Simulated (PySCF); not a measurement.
**Si3H10N2O**

The system: Si3H10N2O, a small molecule; neutral, singlet. The structure, one conformer, was relaxed in the gas phase by PBE0-D3(BJ)/def2-SVP. No frequency run checks that it is a minimum.

SMILES: N[SiH2]ON([SiH3])[SiH3]

```xyz
16

Si   -0.665    1.099    1.342
N    -0.287    0.664   -0.318
Si   -1.045    1.164   -1.817
O     1.065    0.275   -0.575
Si    1.284   -1.394   -0.342
N     1.036   -1.902    1.275
H    -1.177   -0.037    2.170
H    -1.748    2.125    1.269
H     0.555    1.651    1.999
H    -2.444    1.551   -1.466
H    -0.337    2.318   -2.449
H    -1.050    0.025   -2.782
H     0.314   -2.140   -1.189
H     2.706   -1.567   -0.736
H     1.652   -1.638    2.034
H     0.129   -2.205    1.607
```
(Å; atoms numbered from 1)

Shieldings: GIAO PBE0/pcSseg-1. Shifts are against computed references at the same level: H TMS (σ 31.27 ppm), Si TMS (σ 352.0 ppm). Core levels by delta-SCF with SCAN, pcX-2 on the ionised atom and pcseg-1 elsewhere, spin-free X2C (2p3/2 is the spin-free 2p value less a third of a first-order spin-orbit splitting); from the vacuum level, for chosen atoms.

Task: Give the shieldings and core levels atom by atom.

Result: 
```csv
atoms,bonded to,σ (ppm),δ (ppm),core level (eV)
Si1,1 N + 3 H,395.2,-43.2,2p3/2 107.05
N2,1 O + 2 Si,157.1,-,1s 405.05
Si3,1 N + 3 H,400.3,-48.3,2p3/2 107.00
O4,1 N + 1 Si,198.8,-,1s 538.11
Si5,1 N + 1 O + 2 H,378.5,-26.5,2p3/2 107.36
N6,1 Si + 2 H,224.6,-,-
H7 H8 H9,1 Si,26.38,4.89,-
H10 H11 H12,1 Si,26.54,4.73,-
H13,1 Si,26.63,4.64,-
H14,1 Si,26.63,4.64,-
H15,1 N,30.03,1.24,-
H16,1 N,29.86,1.41,-
```

Values are those of this one static structure, with the three H of a rotating XH3 group averaged; atoms that internal rotation interchanges would show their mean in an NMR spectrum.

Task: Which of Si1, Si3, Si5 holds its core electrons tightest, and by how much against the loosest?

Result: Si5 (bonded to 1 N + 1 O + 2 H), by 0.36 eV over Si3 (bonded to 1 N + 3 H).

Task: By CAM-B3LYP/def2-SVPD (TDDFT singlets, Tamm-Dancoff triplets, ionisation by delta-SCF), where does absorption start, and what does vertical ionisation take?

Result: The first singlet with intensity lies at 6.63 eV (f 0.033); what lies below it is dark. The lowest singlet lies at 5.97 eV (f 0.000), the strongest of the first 6 at 7.08 eV (f 0.059), the lowest triplet at 5.26 eV; vertical ionisation takes 8.81 eV.

The 3 runs behind this took 5.3 min in all, one thread each of Intel Xeon Platinum 8259CL on a shared host, launched as `OMP_NUM_THREADS=1 python cluster_run.py task.json out`.
